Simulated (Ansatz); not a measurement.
SnTe2. The state is a triplet with charge 0. Geometry PBE-D4/def2-SVP; atoms count from 1.

Cartesian coordinates in Å:
```
Sn 0.285 -1.224 1.240
Te -1.451 0.303 -0.624
Te 1.166 0.921 -0.616
```

In the def2 sets Sn, Te take a core potential; there is no spin–orbit coupling. At PBE0-D4/def2-TZVP a singlet of charge 0 lies 0.97 eV below the triplet, each at its own geometry. The structure comes from a short search, and lower isomers may exist.

Estimate the Mulliken populations from the PBE0/def2-TZVP orbitals of Ansatz.


```csv
atom,charge (e),spin (α − β)
Sn1,0.12,0.97
Te2,-0.06,0.51
Te3,-0.06,0.51
```
Mulliken values depend strongly on the basis.

Where does the spin sit?

Summed by element: Sn 0.97, Te 1.03, of 2 unpaired in all. Largest on single atoms: Sn1 0.97, Te2 0.51, Te3 0.51.

And the Mayer bond orders between heavy atoms (over 0.3)?

Sn1–Te2 0.73 (2.97 Å); Sn1–Te3 0.73 (2.97 Å); Te2–Te3 1.54 (2.69 Å).
